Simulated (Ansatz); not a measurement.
Consider the formal exchange of groups at the Si–Br bond: `F[SiH](Br)Br` + CH₃NH₂ → `NC[SiH](F)Br` + HBr.

Calculated with Ansatz (gas phase, PBE0-D4/def2-TZVP geometries, no zero-point term in ΔE). CCSD(T)/CBS adds triple-zeta CCSD(T) − MP2 to the extrapolated MP2 energy (def2 sets, frozen cores). Functionals use def2-TZVPP. For Br outer-core shells are correlated without core-valence functions, which leaves a few kJ/mol of doubt a bond. Scalar relativity is left out up to krypton. One conformer a species, not always the lowest.

```csv
level,ΔE (kJ/mol)
revPBE-D4,87.2
BLYP,93.1
CAM-B3LYP,92.5
MP2/def2-TZVPP,96.4
SCS-MP2/def2-TZVPP,96.1
CCSD(T)/def2-TZVPP,90.1
MP2/def2-QZVPP,99.8
MP2/CBS(def2),101.8
```

(1) What does CCSD(T)/CBS give? (An estimate is asked.)

Largest T1 diagnostic among the species: 0.009.

## Answers

(1) Computed: +95.5 kJ/mol. The listed levels differ from it by -8.3, -2.4, -3.0, 0.9, 0.6, -5.4, 4.3, 6.3 kJ/mol.

From PBE to PBE0 (25 % exact exchange), in def2-TZVPP and without D4, ΔE moves by +3.4 kJ/mol. The D4 term adds −3.9 kJ/mol with B3LYP and −2.5 kJ/mol with PBE0; it sums over pairs of atoms, weighted by their polarisabilities, and B3LYP, whose exchange is more repulsive, gets the larger term. In def2-TZVPP, CCSD(T) changes the Hartree–Fock value by −14.7 kJ/mol (the triples alone add −1.4 kJ/mol) and MP2 by −8.4 kJ/mol.

CCSD(T)/CBS has its own doubt, a few kJ/mol and more with outer-core shells, so smaller differences from it don't rank the levels.

B3LYP here is the variant with VWN-RPA as its local correlation; programs differ in this.
